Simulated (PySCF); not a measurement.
germylmethylsilane (CH₈GeSi), SMILES [SiH3][CH2][GeH3].

Geometry: B3LYP-D3(BJ)/def2-SVP.

All values below come from B3LYP-D3(BJ)/def2-SVP in PySCF 2.14.0.

Frequencies are harmonic and unscaled.

Computed harmonic wavenumbers and intensities:
| mode | ν (cm⁻¹) | IR (km/mol) | moving atoms (share of kinetic energy) |
|---|---|---|---|
| 1 | 78 | 0.0 | H 97 % |
| 2 | 136 | 0.1 | H 84 %, C 14 % |
| 3 | 149 | 0.4 | Si 42 %, H 22 %, Ge 22 %, C 14 % |
| 4 | 452 | 6.2 | H 97 % |
| 5 | 485 | 3.3 | H 40 %, C 31 %, Si 15 %, Ge 14 % |
| 6 | 533 | 2.4 | H 88 % |
| 7 | 542 | 0.7 | H 94 % |
| 8 | 712 | 78.6 | H 52 %, C 35 %, Si 9 % |
| 9 | 747 | 71.2 | H 42 %, C 41 %, Si 16 % |
| 10 | 802 | 117.3 | H 67 %, C 26 % |
| 11 | 844 | 191.9 | H 95 % |
| 12 | 890 | 36.7 | H 99 % |
| 13 | 892 | 13.8 | H 98 % |
| 14 | 945 | 194.3 | H 92 %, Si 8 % |
| 15 | 956 | 68.0 | H 97 % |
| 16 | 959 | 38.8 | H 98 % |
| 17 | 1025 | 1.5 | H 97 % |
| 18 | 1076 | 36.6 | H 67 %, C 31 % |
| 19 | 1387 | 4.6 | H 92 % |
| 20 | 2122 | 131.9 | H 99 % |
| 21 | 2128 | 87.3 | H 99 % |
| 22 | 2129 | 116.8 | H 98 % |
| 23 | 2212 | 134.2 | H 97 % |
| 24 | 2218 | 77.7 | H 98 % |
| 25 | 2219 | 127.2 | H 96 % |
| 26 | 3048 | 2.5 | H 95 % |
| 27 | 3108 | 0.9 | H 91 %, C 9 % |
